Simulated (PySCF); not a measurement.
**Electron correlation in F (fluorine, neutral)**

Starting occupation: [He] 2s2 2p5, 2p1/2 with m_j = -1/2, +1/2, 2p3/2 with m_j = -1/2, +1/2, +3/2. All numbers are calculated (PySCF 2.14, X2C-1e with screened-nucleus spin-orbit coupling, Gaussian nucleus, in x2c-TZVPall-2c (5s3p2d1f, 31 functions)). Frozen: 1s2; 7 electrons correlated.

MP2 pair energies summed by pair of shells (mhartree):

```
 pair   energy  share (%)
2p-2p  -123.15       61.1
2p-2s   -68.37       33.9
2s-2s   -10.00        5.0
```

Total MP2 correlation energy: -201.52 mhartree.

The GHF reference relaxed away from the jj start to a determinant that is no pure jj level (⟨S²⟩ = 0.75, ⟨J²⟩ = 3.76); the energies belong to that determinant.
